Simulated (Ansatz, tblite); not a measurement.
Removing an electron: [NbF6]- (NbF₆⁻). Charge -1, multiplicity 1. Geometry: PBE0-D4/def2-SVPD. Ansatz, gas phase; energy differences of separate SCF runs; the oxidised species was run as a doublet alone.

Cartesian coordinates in Å:
```
Nb 0.000 0.000 0.000
F -0.137 -1.898 0.085
F 0.137 1.898 -0.085
F 1.897 -0.141 -0.100
F -1.897 0.141 0.100
F 0.106 0.078 1.900
F -0.106 -0.078 -1.900
```

In the def2 sets Nb takes a core potential; there is no spin–orbit coupling. The xTB rows come from tblite. LC-ωPBE has ω = 0.4 bohr⁻¹. HOMO above LUMO, or a gap near zero within one spin, warns that the state may not be the lowest or that an electron is smeared out.

Task: Estimate orbital energies and vertical ionisation energies at: GFN1-xTB; GFN2-xTB; PBE-D4/def2-TZVPD; PBE0-D4/def2-TZVPD; LC-ωPBE/def2-TZVPD.

Result: 
```json
{"level": "GFN1-xTB", "−HOMO (eV)": "7.93", "vertical IE (eV)": "11.04", "−LUMO (eV)": "4.75", "HOMO–LUMO gap (eV)": "3.18", "remarks": "–"}
{"level": "GFN2-xTB", "−HOMO (eV)": "9.19", "vertical IE (eV)": "12.33", "−LUMO (eV)": "4.92", "HOMO–LUMO gap (eV)": "4.27", "remarks": "–"}
{"level": "PBE-D4/def2-TZVPD", "−HOMO (eV)": "4.33", "vertical IE (eV)": "7.40", "−LUMO (eV)": "-1.53", "HOMO–LUMO gap (eV)": "5.86", "remarks": "gap within one spin near zero (doublet)"}
{"level": "PBE0-D4/def2-TZVPD", "−HOMO (eV)": "6.38", "vertical IE (eV)": "8.51", "−LUMO (eV)": "-2.22", "HOMO–LUMO gap (eV)": "8.60", "remarks": "–"}
{"level": "LC-ωPBE/def2-TZVPD", "−HOMO (eV)": "9.24", "vertical IE (eV)": "9.37", "−LUMO (eV)": "-4.59", "HOMO–LUMO gap (eV)": "13.83", "remarks": "–"}
```

  Raw xTB energy differences between charge states are shifted by several eV; the methods need an empirical correction for them.
